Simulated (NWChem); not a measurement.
CH$_{4}$F$_{2}$O$_{2}$Si; SMILES O[Si](O)(F)CF

```xyz
10

O     -1.2317     0.5050     1.1202
Si     0.0186     0.3923     0.0572
O      1.1998     1.4338     0.5062
F     -0.5560     0.7590    -1.4142
C      0.7932    -1.3109    -0.0316
F     -0.1932    -2.2403    -0.3134
H     -2.0629     0.0846     0.8806
H      0.9437     2.3197     0.7795
H      1.2737    -1.5706     0.9279
H      1.5733    -1.3594    -0.8115
```
Atoms are numbered in this order, from 1.

Level: PBE0/def2-SVP (NWChem), optimised geometry, unscaled harmonic frequencies. 

**Question.** List the harmonic frequencies with IR intensities, and the thermochemistry.

**Answer.** 
| frequency (cm⁻¹) | IR intensity (km/mol) |
|---|---|
| 46 | 9.5 |
| 109 | 20.4 |
| 176 | 18.2 |
| 198 | 94.5 |
| 219 | 28.7 |
| 281 | 18.9 |
| 335 | 50.6 |
| 346 | 76.2 |
| 409 | 89.5 |
| 678 | 14.0 |
| 766 | 74.5 |
| 771 | 55.3 |
| 792 | 166.6 |
| 894 | 167.4 |
| 965 | 204.2 |
| 1006 | 153.2 |
| 1098 | 95.4 |
| 1239 | 6.8 |
| 1325 | 4.1 |
| 1451 | 6.8 |
| 3061 | 12.0 |
| 3123 | 11.5 |
| 3937 | 153.7 |
| 3939 | 107.2 |

| Item | Result |
|---|---|
| zero-point energy | 38.8 kcal/mol |
| thermal correction to the enthalpy at 298.15 K (with zero-point energy) | 44.5 kcal/mol |
| heat capacity Cv | 26.7 cal/(mol K) |
| entropy at 298.15 K and 1 atm (symmetry number 1) | 88.6 cal/(mol K) |
| dipole moment | 1.38 D |

Rigid rotor and harmonic oscillator; modes under 100 cm⁻¹ make the entropy uncertain.
